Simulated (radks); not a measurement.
Effect of the nuclear size on the tellurium ion Te43+, [He] 2s2 2p5. Calculated with a radial shooting solver on a logarithmic mesh with Libxc functionals: Dirac Kohn-Sham, PBE, spin-unpolarised, spherical densities, finite nucleus; open shells fill j = l - 1/2 first; Fermi nuclear charge, rms radius 4.7423 fm. The rms radius is varied about that value; shifts are against it.

rms radius (fm)  total energy shift (eV)  density at nucleus (e/bohr^3)  1s1/2 shift (meV)  2s1/2 shift (meV)  2p1/2 shift (meV)  2p3/2 shift (meV)  3s1/2 (empty) shift (meV)  3p1/2 (empty) shift (meV)
4.1305                             -1.26                       2.29e+05               -539              -66.9               1.39               2.87                      -18.2                      0.213
4.3108                            -0.902                      2.274e+05               -386              -48.0              0.998               2.06                      -13.1                      0.153
4.7423                                 0                      2.238e+05              0.000              0.000              0.000              0.000                      0.000                      0.000
4.9367                             0.430                      2.223e+05                184               22.9             -0.475             -0.979                       6.23                     -0.073
5.8757                              2.71                       2.16e+05               1160                144              -2.99              -6.17                       39.2                     -0.457

Slopes of the eigenvalues against <r^2> in GHz/fm^2, as finite differences over the two radii next to the reference (eigenvalue slopes, not the field-shift constants of lines): 1s1/2 23800, 2s1/2 2960, 2p1/2 -61.5, 2p3/2 -127, 3s1/2 (empty) 807, 3p1/2 (empty) -9.42.
